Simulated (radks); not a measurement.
Results of a calculation; reference values are marked as such.
Valence configurations of P I (all share [Ne]). Code: a radial shooting solver on a logarithmic mesh with Libxc functionals. Model: non-relativistic Kohn-Sham, PBE, spin-polarised, spherical densities, point nucleus; open shells are filled with parallel spins first. Order these by energy: 3p5; 3s1.5 3p3.5; 3s0.5 3p4.5; 3s1 3p4; 3s2 3p3.

Answer. From the lowest, in eV above it: 3s2 3p3 0.000; 3s1.5 3p3.5 4.133; 3s1 3p4 8.271; 3s0.5 3p4.5 13.697; 3p5 18.682. NIST lists [Ne] 3s2 3p3 as the ground configuration; this level of theory agrees among the configurations tried. The energies are those of spherical high-spin densities, not of single terms.
